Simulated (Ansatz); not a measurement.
```xyz
8

Cl   -1.568   -1.549    1.820
Sn   -0.295    0.318    1.240
Si    0.391   -0.116   -1.193
Cl    1.487   -1.827   -1.332
Cl    1.525    1.443   -1.875
Cl   -1.256   -0.290   -2.379
H     1.029    0.351    2.308
H    -1.313    1.670    1.412
```

The species carries charge 0 and has multiplicity 1. Sn: def2 effective core potential.

List the PBE0/def2-TZVPP orbital energies in eV (Ansatz 0.2.0). (Estimate.)

The calculation gave: Occupied: -2768.14, -2768.09, -2768.09, -2767.14, -1805.84, -260.00, -259.95, -259.95, -258.96, -198.27, -198.23, -198.23, -198.14, -198.14, -198.09, -198.09, -198.09, -198.09, -197.25, -197.11, -197.10, -147.87, -141.04, -102.55, -102.55, -102.50, -95.72, -95.62, -95.60, -29.54, -29.40, -29.39, -29.30, -29.28, -24.55, -23.57, -23.55, -22.42, -15.80, -14.47, -12.37, -12.36, -11.48, -10.52, -10.49, -10.36, -10.36, -9.86, -9.81, -9.49, -9.40, -8.85, -8.26. Lowest empty: -1.45, -1.14, -0.70, 0.13, 0.48, 0.73, 1.91, 2.14.
